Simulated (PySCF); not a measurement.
Compound: CH6AsNSi2.
Cartesian coordinates in Å at the PBE0-D3(BJ)/def2-SVP level; atoms count from 1:
```
atom  x, y, z in Å
N1    -1.7077    2.5521    0.3029
C2    -1.6677    1.3997    0.1749
Si3   -1.5182   -0.4393   -0.0556
As4    0.3849   -0.7591   -1.4140
Si5    1.8542    0.1530    0.2199
H6    -1.4180   -1.0326    1.3076
H7    -2.7608   -0.8998   -0.7349
H8     0.5607   -2.1836   -0.8913
H9     3.2250   -0.3561   -0.0791
H10    1.4685   -0.2260    1.6129
H11    1.8153    1.6356    0.0723
```

Level of theory: PBE0-D3(BJ)/def2-SVP geometry optimisation, gas phase (PySCF 2.14.0).

Take the most abundant isotopes and a rigid rotor. The values belong to one conformer with, in the numbering `[N:1]#[C:2][SiH2:3][AsH:4][SiH3:5]`, C2–Si3–As4–Si5 64°.

Task: Give the principal moments of inertia and the rotational constants in MHz.

Result: Ia = 206.40, Ib = 385.32, Ic = 505.66 u·Å²; 505379 MHz·u·Å²/I gives A = 2449, B = 1312, C = 999.4 MHz.

Task: What kind of rotor is it?

Result: An asymmetric top; Ray's κ = -0.569.

Task: Is it planar, by Δ = Ic − Ia − Ib?

Result: Not planar: Δ = Ic − Ia − Ib = -86.05 u·Å². For a rigid frame Δ = −2 Σ m c², so Σ m c² = 43.03 u·Å² lies off the ab plane: 9.46 from hydrogen and 33.57 from heavier atoms. The atom farthest from that plane is 2.17 Å away.

Task: Give the other two planar moments, Paa and Pbb, and the rms extents of the mass along the axes.

Result: Paa = Σ m a² = (Ib + Ic − Ia)/2 = 342.29 and Pbb = Σ m b² = (Ia + Ic − Ib)/2 = 163.37 u·Å². With the mass M = 162.93 u, the rms extents √(P/M) along a, b and c are 1.45, 1.00, 0.51 Å.

Task: Where do the levels up to J = 5 lie, in K?

Result: Above 0(0,0), as E/k:
J = 1: 1(0,1) 0.111, 1(1,1) 0.165, 1(1,0) 0.180
J = 2: 2(0,2) 0.330, 2(1,2) 0.372, 2(1,1) 0.417, 2(2,1) 0.581, 2(2,0) 0.584
J = 3: 3(0,3) 0.653, 3(1,3) 0.681, 3(1,2) 0.771, 3(2,2) 0.914, 3(2,1) 0.927, 3(3,1) 1.226, 3(3,0) 1.226
J = 4: 4(0,4) 1.073, 4(1,4) 1.090, 4(1,3) 1.238, 4(2,3) 1.355, 4(2,2) 1.391, 4(3,2) 1.674, 4(3,1) 1.676, 4(4,1) 2.104, 4(4,0) 2.104
J = 5: 5(0,5) 1.589, 5(1,5) 1.598, 5(1,4) 1.815, 5(2,4) 1.904, 5(2,3) 1.978, 5(3,3) 2.235, 5(3,2) 2.243, 5(4,2) 2.665, 5(4,1) 2.665, 5(5,1) 3.218, 5(5,0) 3.218

Task: Predict some low-J microwave lines.

Result: The dipole components are |μa| = 2.49 D, |μb| = 1.47 D, |μc| = 1.92 D. Intensities carry the squares of the components, which stand as 1.00 : 0.35 : 0.59 (a : b : c). Some lines, for components of 0.1 D or more:

```
type  branch         J(Ka,Kc)    MHz  lower level (cm⁻¹)
   a       Q  1(1,0) ← 1(1,1)    312               0.115
   a       Q  5(2,3) ← 5(2,4)   1544               1.323
   b       Q  2(1,1) ← 2(0,2)   1817               0.229
   b       Q  3(1,2) ← 3(0,3)   2459               0.454
   b       R  2(0,2) ← 1(1,1)   3429               0.115
   a       R  2(1,2) ← 1(1,1)   4310               0.115
   b       Q  2(2,1) ← 2(1,2)   4347               0.259
   b       Q  5(1,4) ← 5(0,5)   4699               1.105
   b       Q  3(2,2) ← 3(1,3)   4848               0.473
   b       R  3(0,3) ← 2(1,2)   5840               0.259
   c       R  2(1,1) ← 1(0,1)   6383               0.077
   a       R  3(1,3) ← 2(1,2)   6433               0.259
   c       R  2(2,0) ← 1(1,0)   8401               0.125
   c       R  2(2,1) ← 1(1,1)   8657               0.115
   b       R  2(2,0) ← 1(1,1)   8713               0.115
   b       Q  5(4,1) ← 5(3,2)   8793               1.559
   a       R  4(3,2) ← 3(3,1)   9339               0.852
   b       R  5(1,4) ← 4(2,3)   9577               0.942
   a       R  5(1,5) ← 4(1,4)  10587               0.758
   b       Q  5(5,0) ← 5(4,1)  11518               1.852
   a       R  5(4,2) ← 4(4,1)  11679               1.462
   a       R  5(3,3) ← 4(3,2)  11690               1.163
   c       R  4(3,1) ← 3(2,1)  15612               0.644
   c       R  4(3,2) ← 3(2,2)  15837               0.635
   c       R  5(3,2) ← 4(2,2)  17751               0.967
   b       R  5(2,3) ← 4(1,4)  18499               0.758
   c       R  5(4,2) ← 4(3,2)  20647               1.163
```

Task: Estimate the classical rotational partition function at 100 K, 298.15 K and 500 K.

Result: Point group C1, symmetry number σ = 1; q = (√π/σ)·√((kT/h)³/(ABC)), k/h = 20836.6 MHz/K: 94100 at 100 K, 484000 at 298.15 K, 1050000 at 500 K.

No PBE0-D3(BJ)/def2-SVP frequencies stand behind this structure, so it isn't proved a minimum. Zero-point vibration and centrifugal distortion are left out. A rigid rotor knows nothing of internal rotation, which can split or shift real lines. Quadrupole hyperfine structure (14N, 75As) is left out.
